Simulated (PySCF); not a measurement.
C5H4O3.
SMILES with atom numbers: `[O:1]=[CH:2][O:3][c:4]1[cH:5][cH:6][cH:7][o:8]1` (hydrogens: H9 on C2; H10 on C5; H11 on C6; H12 on C7)

The closed-shell SCF was solved with PySCF and density fitting under several settings on one GFN2-xTB geometry (grid level 2 and gas phase unless stated).

| settings | basis functions | SCF cycles | E (Eh) | HOMO (eV) | LUMO (eV) | dipole (D) |
| --- | --- | --- | --- | --- | --- | --- |
| PBE0/def2-SVPD | 201 | 15 | -417.8316 | -6.72 | -0.80 | 1.26 |
| mPW1PW91/pcSseg-1, fitting basis def2-universal-jkfit | 156 | 12 | -418.4275 | -6.71 | -0.67 | 1.18 |

Question: Estimate the rows for these settings: (1) PBE0/6-31G*; (2) BLYP/pcSseg-1, damping 0.1 at the start, DIIS from the seventh cycle.

Answer: 
```csv
settings,basis functions,SCF cycles,E (Eh),HOMO (eV),LUMO (eV),dipole (D)
PBE0/6-31G*,120,15,-418.1074,-6.34,-0.29,1.17
"BLYP/pcSseg-1, damping 0.1 at the start, DIIS from the seventh cycle",156,26,-418.4453,-5.48,-1.55,1.25
```

Question: Over all rows, what range does the HOMO–LUMO gap span?

Answer: From 3.93 eV (BLYP/pcSseg-1, damping 0.1 at the start, DIIS from the seventh cycle) to 6.05 eV (PBE0/6-31G*). The functional of the narrowest has no exact exchange, that of the widest 25 % exact exchange.

Question: And the dipole moment?

Answer: From 1.17 D (PBE0/6-31G*) to 1.26 D (PBE0/def2-SVPD); the largest is 1.08 times the smallest, and the median is 1.21 D.

Question: Compare two rows with the functional PBE0: PBE0/6-31G* and PBE0/def2-SVPD. Which energy is lower, and by how much?

Answer: PBE0/6-31G* (120 functions) lies 0.2758 Eh or 173 kcal/mol below PBE0/def2-SVPD (201 functions). The smaller set gives the lower energy; the two sets aren't nested, so the variational bound doesn't order them by size.

Whole jobs, the steps after the SCF included, on an Arm Neoverse V1 with one thread (shared host):

```json
{"settings": "PBE0/def2-SVPD", "work after the SCF": "6 singlets by full TDDFT, polarisability", "wall time": "24 s"}
{"settings": "mPW1PW91/pcSseg-1, fitting basis def2-universal-jkfit", "work after the SCF": "1 singlet by TDA, 2 Tamm–Dancoff triplets, polarisability", "wall time": "14 s"}
{"settings": "PBE0/6-31G*", "work after the SCF": "spin–spin couplings from 9 perturbed nuclei, spin–dipole term left out", "wall time": "12 s"}
{"settings": "BLYP/pcSseg-1, damping 0.1 at the start, DIIS from the seventh cycle", "work after the SCF": "shieldings, ring-centre shieldings, charges and field gradients", "wall time": "37 s"}
```

Cycle counts include a coarse-grid stage where the run had one. All basis functions are spherical, in the Pople sets too.

The values belong to the conformer `[O:1]=[CH:2][O:3][c:4]1[cH:5][cH:6][cH:7][o:8]1`: O1–C2–O3–C4 0°, C2–O3–C4–C5 0°.
